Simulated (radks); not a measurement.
Spherical quantum dot in the effective-mass picture: electrons in a hard-walled sphere of radius 10.4, with a point charge +1 (a donor) at the centre, all in effective atomic units (hartree* = m*/eps^2 hartree, bohr* = eps/m* bohr), one dielectric constant everywhere. Calculated with a radial shooting solver with Libxc functionals: non-relativistic Kohn-Sham, PBE, spin-polarised, spherical densities. Levels are named by radial order and angular momentum (1s, 1p, 1d, 2s, ...), and open shells are averaged over m. Results are scaled to m* = 0.045 and eps = 9, for which hartree* = 15.12 meV and bohr* = 10.58 nm. Each electron was tried in the lowest free levels, single moves between levels near the top were tried too, and the lowest total energy was kept; such a search can miss a lower state. The series stops at N = 7: beyond it a trial failed or the search could not be trusted, so later rows were left out. At N = 1 the Hartree and exchange-correlation terms need not cancel, so that row can carry a self-interaction error.

N	open shells	2S	E (meV)	mu = E(N) - E(N-1) (meV)	addition energy mu(N+1) - mu(N) (meV)	e(HOMO) (meV)	rms radius (nm)
1	1s(up 1, down 0)	1	-7.55854	-7.5585	7.208	-4.2189	19.04
2	none	0	-7.90908	-0.35054	3.699	1.1098	31.90
3	2s(up 1, down 0)	1	-4.56078	3.3483	1.546	4.0498	51.48
4	1p(up 2, down 0)	2	0.333095	4.8939	1.659	5.7124	59.52
5	1p(up 3, down 0)	3	6.88615	6.5531	1.901	7.3964	64.66
6	1p(up 3, down 0) 2s(up 1, down 0)	4	15.3404	8.4542	2.030	9.1919	67.48
7	1p(up 3, down 1) 2s(up 1, down 0)	3	25.8242	10.484	-	11.242	70.50

All shells are closed at N = 2 (there: 1s2); the second difference of the energy has clear peaks (12 % above both neighbours; the first and last values, which can be the largest, are not judged, and half-filled shells can peak too) at N = none.
